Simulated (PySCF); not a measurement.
This PySCF input asks for the NMR shieldings of `InChI=1S/C11H19O2/c1-3-5-9-11(8-6-7-8)13-10(4-2)12-9/h8-9,11H,3-7H2,1-2H3/q+1/t9-,11+/m0/s1`; the geometry comes from PBE0-D3(BJ)/def2-SVP.

```python
import basis_set_exchange as bse
import numpy as np
from pyscf import gto, dft
from pyscf.prop import nmr

atoms = """
C    -3.232229   -1.974230    0.938119
C    -2.109515   -1.702922   -0.049038
C    -1.450578   -0.347481    0.179256
C    -0.340560   -0.048193   -0.794467
O     0.759437   -1.011299   -0.592531
C     1.855632   -0.389992   -0.403154
C     3.119615   -1.097106   -0.130617
C     3.070628   -2.599344   -0.342556
O     1.793451    0.881384   -0.445649
C     0.389650    1.314029   -0.668307
C    -0.026546    2.235744    0.418745
C     0.372162    3.683632    0.341696
C    -1.045682    3.301601    0.095109
H    -4.024699   -1.213224    0.864936
H    -2.864792   -1.974838    1.976264
H    -3.694976   -2.953222    0.750062
H    -1.346509   -2.495853    0.021637
H    -2.498517   -1.744523   -1.081216
H    -2.193641    0.460495    0.070286
H    -1.067457   -0.271600    1.210303
H    -0.673323   -0.223422   -1.827509
H     3.893184   -0.597368   -0.738076
H     3.376795   -0.832571    0.913014
H     2.314915   -3.073176    0.298710
H     2.844660   -2.851814   -1.387865
H     4.047479   -3.033289   -0.093509
H     0.414944    1.842447   -1.631583
H    -0.082053    1.786422    1.414250
H     0.977446    4.004606   -0.510438
H     0.626942    4.176270    1.282335
H    -1.794451    3.519113    0.859721
H    -1.424598    3.359699   -0.929472
"""
names = dict.fromkeys(["C", "O", "H"], "pcSseg-1")
basis = {el: gto.basis.parse(bse.get_basis(n, elements=[el], fmt="nwchem")) for el, n in names.items()}
mol = gto.M(atom=atoms, basis=basis, charge=1, verbose=0)
mf = dft.RKS(mol, xc="PBE")
mf.grids.level = 2
mf.grids.alignment = dft.numint.BLKSIZE   # the property module wants whole blocks of grid points
mf.conv_tol = 1e-9
mf.kernel()

calc = nmr.RKS(mf)   # GIAO
sigma = calc.kernel()   # uncoupled for a functional without exact exchange
for i, s in enumerate(sigma):   # ppm
    w = np.linalg.eigvalsh((s + s.T) / 2)
    print("%2d %-2s iso %8.1f  s11 %8.1f  s22 %8.1f  s33 %8.1f" % (i, mol.atom_pure_symbol(i), w.mean(), *w))
```

Q: What are the results?

A: 
```
 0 C  iso    164.4  s11    153.6  s22    156.9  s33    182.5
 1 C  iso    154.8  s11    141.5  s22    157.3  s33    165.7
 2 C  iso    143.3  s11    130.1  s22    141.1  s33    158.8
 3 C  iso     83.5  s11     41.8  s22     73.8  s33    135.0
 4 O  iso     34.6  s11   -111.5  s22     59.5  s33    155.7
 5 C  iso    -11.4  s11    -69.9  s22    -27.7  s33     63.2
 6 C  iso    152.8  s11    139.3  s22    147.1  s33    172.1
 7 C  iso    173.2  s11    165.9  s22    171.8  s33    181.8
 8 O  iso     33.6  s11   -116.2  s22     74.7  s33    142.2
 9 C  iso     74.7  s11     25.2  s22     72.3  s33    126.7
10 C  iso    168.0  s11    138.1  s22    157.8  s33    208.1
11 C  iso    170.6  s11    139.8  s22    172.8  s33    199.1
12 C  iso    170.6  s11    141.8  s22    174.4  s33    195.7
13 H  iso     30.0  s11     25.7  s22     28.3  s33     36.0
14 H  iso     30.1  s11     25.9  s22     28.5  s33     35.8
15 H  iso     29.5  s11     24.8  s22     26.5  s33     37.1
16 H  iso     29.4  s11     23.4  s22     30.9  s33     34.0
17 H  iso     29.6  s11     24.8  s22     29.3  s33     34.7
18 H  iso     29.3  s11     22.9  s22     31.2  s33     33.8
19 H  iso     29.5  s11     25.4  s22     30.7  s33     32.3
20 H  iso     26.0  s11     24.2  s22     25.2  s33     28.6
21 H  iso     28.1  s11     22.6  s22     28.3  s33     33.4
22 H  iso     28.1  s11     23.3  s22     27.9  s33     33.2
23 H  iso     29.7  s11     24.9  s22     29.1  s33     35.1
24 H  iso     29.8  s11     25.7  s22     27.9  s33     35.9
25 H  iso     29.6  s11     24.5  s22     26.7  s33     37.5
26 H  iso     26.8  s11     24.3  s22     27.0  s33     29.0
27 H  iso     30.2  s11     23.4  s22     29.9  s33     37.3
28 H  iso     30.2  s11     25.0  s22     27.3  s33     38.4
29 H  iso     29.8  s11     24.3  s22     25.4  s33     39.5
30 H  iso     29.9  s11     24.7  s22     25.7  s33     39.2
31 H  iso     30.6  s11     25.9  s22     27.5  s33     38.2
```

These numbers come from an equivalent density-fitted implementation of the same equations, which agrees with the script to about 0.01 ppm for H and up to a few tenths of a ppm for heavy atoms, so last digits may differ.

Q: Turn these shieldings into chemical shifts. Chemical shifts δ = σref − σ; TMS for $^{13}$C (σ = 180.03 ppm) and $^{1}$H (σ = 31.20 ppm); $^{17}$O (σ = 334.63 ppm) against H2O, all at this level.

A: Averaging equivalent atoms: C 5: 191.5; C 9: 105.3; C 3: 96.5; C 2: 36.7; C 6: 27.2; C 1: 25.2; C 0: 15.7; C 10: 12.0; C 11: 9.5; C 12: 9.4; C 7: 6.9; O 8: 301.1; O 4: 300.1; H 20: 5.19; H 26: 4.43; H 21: 3.11; H 22: 3.07; H 18: 1.91; H 16: 1.77; H 19: 1.73; H 17: 1.59; H 23/24/25: 1.50; H 29: 1.45; H 13/14/15: 1.34; H 30: 1.33; H 27: 0.99; H 28: 0.96; H 31: 0.65 ppm. Unscaled 17O shifts of doubly bonded oxygen tend to come out too high, by tens of ppm or more. Experimental scales use liquid or dissolved standards, which lie at an offset from isolated H2O (liquid H2O: subtract about 36 ppm).

Size and cost of the density-fitted run: 316 basis functions; peak memory 2 GiB.
